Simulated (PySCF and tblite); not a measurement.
The numbers below are computed, except where a source is named.
5 constitutional isomers of C₄H₆Cl₄:

| isomer | SMILES |
| --- | --- |
| A | [CH3:1][CH2:2][C@H:3]([Cl:4])[C:5]([Cl:6])([Cl:7])[Cl:8] |
| B | [Cl:1][CH2:2][CH2:3][CH2:4][C:5]([Cl:6])([Cl:7])[Cl:8] |
| C | [Cl:1][CH:2]([Cl:3])[CH2:4][CH2:5][CH:6]([Cl:7])[Cl:8] |
| D | [Cl:1][CH2:2][C:3]([Cl:4])([CH2:5][Cl:6])[CH2:7][Cl:8] |
| E | [Cl:1][CH2:2][CH2:3][C:4]([Cl:5])([Cl:6])[CH2:7][Cl:8] |

Each isomer is a Boltzmann average at 298.15 K over at most 4 conformers: GFN2-xTB geometries, energies PBE0/def2-SVP (IEF-PCM, acetonitrile) (D3(BJ) added where defined), GIAO shieldings WP04/pcSseg-1 (IEF-PCM, acetonitrile), GFN2-xTB thermal terms. Programs: PySCF with density fitting and tblite.

**Question.** What shifts does each isomer give (ppm; of two unlike H on one atom, a is the less shielded)?

**Answer.** 
A: ¹H (against TMS): 4.53 (H3, 1H), 2.52 (H2a, 1H), 1.93 (H2b, 1H), 1.26 (H1, 3H). ¹³C (against TMS): 140.1 (C5), 88.0 (C3), 35.5 (C2), 16.1 (C1).

B: ¹H (against TMS): 3.94 (H2, 2H), 2.89 (H4, 2H), 2.28 (H3, 2H). ¹³C (against TMS): 139.4 (C5), 57.4 (C4), 56.8 (C2), 37.5 (C3).

C: ¹H (against TMS): 6.43 (H2/H6, 2H), 2.59 (H4/H5, 4H). ¹³C (against TMS): 98.6 (C2/C6), 44.6 (C4/C5).

D: ¹H (against TMS): 4.22 (H2/H5/H7, 6H). ¹³C (against TMS): 88.8 (C3), 59.9 (C2/C5/C7).

E: ¹H (against TMS): 4.35 (H7, 2H), 4.10 (H2, 2H), 2.80 (H3, 2H). ¹³C (against TMS): 114.4 (C4), 65.5 (C7), 53.5 (C2), 51.2 (C3).

The conformer set may be incomplete (the search or the number kept was capped). Shifts are unscaled: against experiment ¹³C can be off by 15 ppm or more and ¹H by 0.8 ppm.
